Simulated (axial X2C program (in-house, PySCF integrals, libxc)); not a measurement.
Bond lengths and stretching modes, held linear, of GaCN⁺

Computed with an in-house all-electron X2C program for linear molecules (integrals from PySCF): two-component X2C with atomic mean-field Coulomb and Gaunt terms, Gaussian nuclei, basis Ga dyall-v3z, C dyall-v3z, N dyall-av3z with contracted cores. Spin-free rows use the one-electron spin-free X2C Hamiltonian.

Masses Ga 68.926, C 12.000, N 14.003 u. States: 2c Ω = 1/2 (beyond evenly filled blocks: ω = 1/2); spin-free M_S = 1/2, Λ = 0 (beyond evenly filled blocks: σα).

HF, 2c: energies above the lowest point

| r(Ga–C) (Å) | r(C–N) (Å) | E (meV) |
| --- | --- | --- |
| 1.8739 | 1.1281 | 3.78 |
| 1.8739 | 1.1570 | 11.27 |
| 1.8739 | 1.1859 | 83.18 |
| 1.9220 | 1.1281 | 0.00 |
| 1.9220 | 1.1570 | 7.94 |
| 1.9220 | 1.1859 | 80.95 |
| 1.9220 | 1.2148 | 198.21 |
| 1.9700 | 1.1281 | 33.34 |
| 1.9700 | 1.1570 | 41.02 |
| 1.9700 | 1.1859 | 114.39 |
| 2.0181 | 1.1570 | 101.30 |
| 2.0181 | 1.2148 | 292.09 |

Problem. Fit a quadratic surface with cubic terms in each bond: where is the minimum, and what are the two stretching wavenumbers?

Solution. At HF, 2c: bonds 1.901 and 1.139 Å; harmonic stretches 489.4 and 2029.5 cm⁻¹; force constants 2.81, 14.8 and coupling 0.03 mdyn/Å.

The other levels and Hamiltonians give:

```csv
Hamiltonian,level,r(Ga–C) (Å),r(C–N) (Å),lower stretch (cm⁻¹),upper stretch (cm⁻¹)
2c,PBE0,1.919,1.156,424.0,2278.6
2c,BHandHLYP,1.907,1.142,454.6,2367.6
2c,MP2,1.878,1.122,527.2,3919.2
spin-free,PBE0,1.919,1.156,424.3,2278.6
spin-free,HF,1.901,1.139,489.6,2028.3
spin-free,BHandHLYP,1.906,1.142,454.8,2367.6
spin-free,MP2,1.878,1.121,528.2,3917.2
```

Each state is one determinant, the lowest of a limited PBE0 search; the stretches come from a fit to these few points and carry an uncertainty of a few per cent. Other orders of the atoms were not compared. The levels spread by more than a fifth, so the stretches depend strongly on the method. MP2 freezes inner shells (threshold -2 hartree). The molecule was held linear; bending was not examined, so a bent shape may lie lower.
